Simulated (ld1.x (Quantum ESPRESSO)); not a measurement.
Ta: one change to a TM semilocal potential, before and after

- Element: Ta (Z = 73)
- Generator: ld1.x (Quantum ESPRESSO) 7.5
- Type: norm-conserving Troullier–Martins (semilocal form)
- Functional: PBEsol
- Relativity: scalar-relativistic
- Frozen core: [Xe] 4f14
- Valence charge: 5
- Reference configuration: 5d3 6s1.5 6p0 (charge +0.5)
- Partial waves: 6p (bound, empty): rc 4.00 bohr; 5d (bound): rc 1.90 bohr; 6s (bound): rc 2.85 bohr
- Local potential: the s channel
- Core correction: a·sin(br)/r model core inside 1.05 bohr

Change: reference 5d3 6s2 6p0.

Cutoffs: the cutoffs (Ry, on a coarse ladder) from which the occupation-weighted sum of valence levels, in a spherical-Bessel basis at the reference potential, stays within 10 and 1 mRy of its value at 400 Ry; they do not see the model core or the augmentation charge, which bear on the density cutoff. Errors are all-electron minus pseudo energies relative to the spin-unpolarised reference configuration.

What does the change do?

The potential gets softer (30 Ry and 35 Ry → 25 Ry and 35 Ry); neither file shows a bound ghost. A semilocal file is local in each channel, so a ghost entry of none says nothing of the separable form that plane-wave codes build from it.

| quantity | base | changed |
| --- | --- | --- |
| cutoff, loose | 30 Ry | 25 Ry |
| cutoff, tight | 35 Ry | 35 Ry |
| bound ghosts | none | none |
| largest error over its own tests, meV | -806 | -175 |
| s: phases at 4.33 bohr within 0.05 rad from the reference energy up to (Ry; the scan ends near 5) | 0.5 | 0.8 |
| p: phases at 4.33 bohr within 0.05 rad from the reference energy up to (Ry; the scan ends near 5) | 0.9 | 1.1 |
| d: phases at 4.33 bohr within 0.05 rad from the reference energy up to (Ry; the scan ends near 5) | 2.9 | 3.1 |
